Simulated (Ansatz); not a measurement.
Start from `FC(F)(Cl)Br` and change one atom or group to get `OC(F)(F)Cl`.

Ansatz, PBE0-D4/def2-TZVP geometries, multiplicity 1. Each molecule was computed in one conformer, which needn't be the lowest.

Scalar relativity is left out up to krypton. Spin–orbit coupling is left out; it splits and shifts lone-pair levels of the heavy atoms by tenths of an eV.

```
                                      property  `FC(F)(Cl)Br`
           HOMO–LUMO gap (PBE/def2-TZVPP) / eV           5.15
            HOMO energy (PBE0/def2-TZVPP) / eV          -8.87
         HOMO–LUMO gap (B3LYP/def2-TZVPP) / eV           6.97
         HOMO energy (ωB97M-V/def2-TZVPP) / eV         -11.12
zero-point energy (PBE0-D4/def2-TZVP) / kJ/mol           33.2
            LUMO energy (PBE0/def2-TZVPP) / eV          -1.34
```

(1) Give the same properties after the change, and the shifts. (Estimate.)

Answers

(1) The calculation gave: 
```
                                      property  `OC(F)(F)Cl`  shift
           HOMO–LUMO gap (PBE/def2-TZVPP) / eV          7.13   1.98
            HOMO energy (PBE0/def2-TZVPP) / eV         -9.59  -0.72
         HOMO–LUMO gap (B3LYP/def2-TZVPP) / eV          9.18   2.21
         HOMO energy (ωB97M-V/def2-TZVPP) / eV        -11.94  -0.82
zero-point energy (PBE0-D4/def2-TZVP) / kJ/mol          71.2   38.0
            LUMO energy (PBE0/def2-TZVPP) / eV          0.26   1.60
```

With PBE0 the HOMO falls by 0.72 eV and the LUMO rises by 1.60 eV, so the gap widens by about 2.32 eV. PBE moves the HOMO by -0.51 eV and ωB97M-V by -0.82 eV. The zero-point energy changes by 38.0 kJ/mol with +3 modes.

B3LYP here is the variant with VWN-RPA as its local correlation; programs differ in this.
